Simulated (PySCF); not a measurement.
Computed structure and properties of TbOCl

System: TbOCl (singlet in the valence; each metal's 4f electrons, 8 of them, lie in its core potential, out of spins and levels); start: template (Cs). Method: PySCF 2.14.0, RKS PBE0, Tb lcecp-1-SVP with ECP54, O def2-SVP, Cl def2-SVP; non-relativistic Hamiltonian with scalar-relativistic core potentials where named; density fitting; no spin-orbit coupling.

Input of the relaxation:

```python
mol = gto.M(atom='''
Tb     0.27220     0.00000    -0.23515
O      1.93380     0.00000     0.50845
Cl    -2.12160     0.00000     0.83615''',
    basis={'Tb': 'lcecp-1-SVP', 'O': 'def2-SVP', 'Cl': 'def2-SVP'},
    ecp={'Tb': 'lcecp-1-SVP'},
    charge=0, spin=0)
mf = dft.RKS(mol, xc='PBE0')
mf.grids.atom_grid = (50, 194)  # f atoms: unpruned, at least (60, 302)
mf = mf.density_fit()  # fitting sets: Tb AutoAux, O def2-universal-JKFIT, Cl def2-universal-JKFIT
mf.conv_tol = 1e-08; mf.max_cycle = 55
mf.kernel(dm0)  # dm0: converged density of the start geometry
# quasi-Newton relaxation in Cartesian coordinates to a largest gradient under 0.00045 Eh/bohr, steps kept in the point group
```

Run from Python with OMP_NUM_THREADS=2; the lines above give its settings. Where DIIS fails, smearing, a level shift and second-order steps follow.
It took 9.1 s on 2 threads of Arm Neoverse V1, on a shared host, from the converged density of the start.

Course of the relaxation:

```tsv
step	energy above end (eV)	largest force component within the symmetry (eV/Å)
0	0.0983	0.610
1	0.0602	0.401
2	0.0101	0.724
3	0.0029	0.276
4	0.0002	0.049
5	0.0000	0.005
```

Relaxed geometry (Cs):

```xyz
3

Tb    0.2524    0.0000   -0.3981
O     1.7599    0.0000    0.6225
Cl   -1.9279    0.0000    0.8850
```

```tsv
contact	Å
Tb1–O2 (O)	1.821
Tb1–Cl3 (Cl)	2.530
```

On the finer grid (75, 302):

The HOMO is -7.03 eV and the LUMO is -2.52 eV. The dipole about the centre of mass is 7.51 D, the set of Mulliken populations of Tb1 outside the core potential is s 2.17, p 6.24, d 1.69, f 0.08 and the D3(BJ) dispersion energy (not in the energies) is -0.047 eV.

| atom | Mulliken (e) | Löwdin (e) | spin (e) |
| --- | --- | --- | --- |
| Tb1 | 0.82 | 0.47 | 0.00 |
| O2 | -0.42 | -0.37 | 0.00 |
| Cl3 | -0.40 | -0.10 | 0.00 |

The 4f levels lie in the core potential and are missing. Their spin isn't counted.

On the grid (50, 194), as all that follows. Harmonic modes: a minimum; lowest 141 cm⁻¹ (negative: unstable), highest 847 cm⁻¹, zero-point energy 0.081 eV.

Rigid scan of O along the line from its metal:

(distance to O2 (Å), energy (eV)): (1.52, 2.720), (1.62, 1.036), (1.72, 0.224), (1.82, 0.000), (1.92, 0.165), (2.02, 0.576), (2.12, 1.134), (2.27, 2.106)

Taking off one Cl (charge -1, singlet; the rest: singlet) in vacuum, both parts rigid, costs 8.41 eV; the small basis without counterpoise inflates it. Most of it is the attraction of opposite charges; other ways to part are cheaper, and one spin state was tried for the rest.

Rigid scan of Cl along the line from its metal:

| distance to Cl3 (Å) | energy (eV) |
| --- | --- |
| 2.23 | 0.714 |
| 2.33 | 0.278 |
| 2.43 | 0.061 |
| 2.53 | 0.000 |
| 2.63 | 0.047 |
| 2.73 | 0.168 |
| 2.93 | 0.539 |
| 3.23 | 1.219 |
| 3.63 | 2.095 |
| 4.13 | 2.974 |

One start shape was tried, so this needn't be the lowest isomer.

An lcecp potential fixes the number of 4f electrons, so in runs with it no electron can move into or out of that shell.
